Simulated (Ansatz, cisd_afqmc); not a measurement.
System: GaH, charge 0, triplet. This triplet is an excited state, 2.0 eV above the singlet at CCSD(T)/cc-pV5Z (Ansatz, a first-principles code). GaH (SMILES [GaH], triplet).
B3LYP-D3(BJ)/def2-TZVP minimum from Ansatz:
```xyz
2

Ga     0.0000     0.0000    -0.0508
H      0.0000     0.0000     1.5741
```
Charge 0, spin multiplicity 3.

Total energies in cc-pVTZ, 4 correlated electrons, 14 frozen orbitals. Radicals and triplets start from unrestricted determinants; spin-orbit coupling is neglected. Correlated methods leave the cores frozen (noble-gas shells, and filled d and f shells in the p block). No relativity. AFQMC is phaseless with a CISD trial state; ± is one standard error, without the phaseless bias. Outlying blocks are dropped, and bars are widened where a walk drifts. Over all cases where full CI ran beside it in this data, AFQMC minus full CI had a median of +0.1 mEh and passed +0.4 mEh in a tenth of the cases. The spin of HGa ([GaH], triplet) was assumed, and the state is the lowest solution found for it.

| method | program | energy (Eh) | minus CCSDTQ (mEh) |
|---|---|---|---|
| HF | Ansatz | -1923.78596 | 56.97 |
| MP2 | Ansatz | -1923.82730 | 15.63 |
| CCSD | Ansatz | -1923.84112 | 1.81 |
| CCSD(T) | Ansatz | -1923.84245 | 0.48 |
| CCSDT(Q) | Ansatz | -1923.84293 | 0.00 |
| CCSDTQ | Ansatz | -1923.84293 | 0.00 |
| AFQMC/CISD | cisd_afqmc | -1923.8428 ± 0.0001 | 0.1 ± 0.1 |

Rough core times of Ansatz's runs on a shared machine: CCSD(T) under 20 s, CCSDT(Q) under 20 s, CCSDTQ 20 s.
